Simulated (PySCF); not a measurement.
Ta (tantalum, neutral) across methods

[Xe] 4f14 5d3 6s1 7s1, high-spin 6F determinant (an excited configuration). All numbers are calculated (PySCF 2.14, scalar relativity through the core potential, in aug-cc-pVTZ-PP with one added diffuse shell each of s, p, d, f, g type with ECP60MDF (7s7p6d4f3g, 113 functions)). The B2PLYP total includes its PT2 part (frozen core); its orbital energies are those of the SCF part.

```json
{"method": "r2SCAN", "E (hartree)": "-57.1545", "mean ε 6s α (eV)": "-9.088", "mean ε 5d α (eV)": "-8.622", "mean ε 7s α (eV)": "-1.527", "Σ⟨r²⟩ (bohr²)": "128.6", "⟨S²⟩": "8.752"}
{"method": "UHF", "E (hartree)": "-56.61742", "mean ε 6s α (eV)": "-11.365", "mean ε 5d α (eV)": "-12.880", "mean ε 7s α (eV)": "-2.258", "Σ⟨r²⟩ (bohr²)": "140.1", "⟨S²⟩": "8.756"}
{"method": "LDA", "E (hartree)": "-56.9663", "mean ε 6s α (eV)": "-9.074", "mean ε 5d α (eV)": "-8.138", "mean ε 7s α (eV)": "-1.587", "Σ⟨r²⟩ (bohr²)": "125.1", "⟨S²⟩": "8.750"}
{"method": "PBE0", "E (hartree)": "-57.1128", "mean ε 6s α (eV)": "-9.574", "mean ε 5d α (eV)": "-9.491", "mean ε 7s α (eV)": "-1.820", "Σ⟨r²⟩ (bohr²)": "129.2", "⟨S²⟩": "8.752"}
{"method": "PBE", "E (hartree)": "-57.1439", "mean ε 6s α (eV)": "-8.850", "mean ε 5d α (eV)": "-8.203", "mean ε 7s α (eV)": "-1.589", "Σ⟨r²⟩ (bohr²)": "127.4", "⟨S²⟩": "8.751"}
{"method": "TPSS", "E (hartree)": "-57.1200", "mean ε 6s α (eV)": "-8.763", "mean ε 5d α (eV)": "-8.252", "mean ε 7s α (eV)": "-1.540", "Σ⟨r²⟩ (bohr²)": "129.4", "⟨S²⟩": "8.751"}
```

Problem. Estimate the same row for B2PLYP.

Solution. E (hartree) = -56.9342; mean ε 6s α (eV) = -10.139; mean ε 5d α (eV) = -10.595; mean ε 7s α (eV) = -1.865; Σ⟨r²⟩ (bohr²) = 134.4; ⟨S²⟩ = 8.752.

Energies and moments cover only the electrons outside the core potential. Spin-orbit coupling, absent here, splits the open shell strongly. The outer electron is Rydberg-like, and this basis confines it to a smaller radius and binds it less than a complete one would.
